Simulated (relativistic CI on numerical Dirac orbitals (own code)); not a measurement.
**d1 to d9 in one octahedral field**

Computed with a parametric ligand-field model without spin-orbit coupling, by exact diagonalisation: B = 730, C = 3200, 10Dq = 24600 cm⁻¹ (Oh; |10Dq|/B = 33.7) for every shell. Energies in cm⁻¹; the field energy is (0.6 n_e − 0.4 n_t2) × 10Dq of the ground term; g labels are left out.

| Shell | Ground term | Electrons in e | Field energy | First spin-allowed bands | Lowest term of other spin |
| --- | --- | --- | --- | --- | --- |
| d1 | 2T2 | 0.000 | -9840 | 2E 24600 |  |
| d2 | 3T1 | 0.019 | -19221 | 3T2 23014, 3T1 32378 | 1T2 11119 |
| d3 | 4A2 | 0.000 | -29520 | 4T2 24600, 4T1 32352 | 2E 15149 |
| d4 | 3T1 | 0.030 | -38634 | 3E 21760, 3T1 22582 | 5E 5258 |
| d5 | 2T2 | 0.053 | -47901 | 2A2 20858, 2T1 21109 | 6A1 8306 |
| d6 | 1A1 | 0.040 | -58055 | 1T1 22498, 1T2 32161 | 3T1 15647 |
| d7 | ? | ? | ? | ? | ? |
| d8 | 3A2 | 2.000 | -29520 | 3T2 24600, 3T1 32352 | 1E 12112 |
| d9 | 2E | 3.000 | -14760 | 2T2 24600 |  |

Question: Fill in the row of d7.

Answer: Ground term: 2E; Electrons in e: 1.029; Field energy: -43569; First spin-allowed bands: 2T1 22318, 2T2 23045; Lowest term of other spin: 4T1 9293. Low spin: d4, d5, d6, d7; the other shells keep the spin of the free ion. Only d4 to d7 can choose; the field needed to pair spins is smallest for d6 and largest for d5, which loses most exchange energy. In the strong-field picture 10Dq must exceed about 6B + 5C = 20380 (d4), 7.5B + 5C = 21475 (d5), 2.5B + 4C = 14625 (d6) and 4B + 4C = 15720 (d7); mixing of terms shifts these bounds somewhat.
